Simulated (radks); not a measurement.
Values are calculated unless marked as measured or tabulated.
Species: Al III. Configuration: [He] 2s2 2p(1/2: 1, 3/2: 4) 3s2 (not the ground configuration). Level of theory: Dirac Kohn-Sham, BLYP, spin-unpolarised, spherical densities, finite nucleus; Fermi nuclear charge, rms radius 3.061 fm (a radial shooting solver on a logarithmic mesh with Libxc functionals).

Radial electron density D(r) = 4 pi r^2 rho(r):

r (bohr)  D(r) (e/bohr)
0.01116           1.693
0.01259           2.072
0.01419           2.523
0.016             3.057
0.0179            3.637
0.02018           4.353
0.02275           5.170
0.02565           6.090
0.02869           7.034
0.03235           8.126
0.03648           9.276
0.04113           10.45
0.04637           11.59
0.05186           12.59
0.05848           13.50
0.06593           14.18
0.07434           14.57
0.08382           14.60
0.09375           14.29
0.1057            13.60
0.1192            12.60
0.1344            11.41
0.1515            10.20
0.1695            9.200
0.1911            8.444
0.2154            8.139
0.2429            8.337
0.2739            8.980
0.3063            9.841
0.3454            10.81
0.3894            11.56
0.4391            11.85
0.495             11.52
0.5537            10.63
0.6243            9.155
0.7039            7.370
0.7936            5.546
0.8948            3.937
1.001             2.783
1.128             1.973
1.272             1.551
1.435             1.388
1.605             1.337
1.809             1.272
2.04              1.130
2.3              0.9086
2.593            0.6511
2.9              0.4259
3.27             0.2370
3.687            0.1136
4.157           0.04606
4.687           0.01546
5.243          0.004625
5.911          0.001021
6.665         0.0001754

D(r) has 2 maxima, at r = 0.0799, 0.439 bohr, and minima at 0.219 bohr, inside which lie 2.21 electrons.
